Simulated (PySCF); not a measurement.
## Ir: excitation energy

Ir [Xe] 4f14 5d7 6s2 (4F) → Ir [Xe] 4f14 5d7 6s1 6p1 (high-spin determinant), as a difference of total energies. Computed with PySCF 2.14 in def2-TZVPPD with the def2 core potential (60 electrons) (6s5p3d2f1g, 59 functions), with scalar relativity through the core potential. Correlated levels: valence: 5s2 5p6 frozen. The calculations carry no spin-orbit coupling.

```csv
method,excitation energy (eV)
UHF,2.363
MP2 (valence),3.649
SCS-MP2 (valence),3.893
CCSD (valence),3.535
CCSD(T) (valence),3.616
```

Question: How much does correlation contribute at CCSD(T) (valence)?

Answer: 3.616 − (2.363) = 1.253 eV, measured against UHF.

The determinant of the upper state mixes LS terms, which raises its energy above the lowest term, most at the Hartree-Fock and MP2 levels.
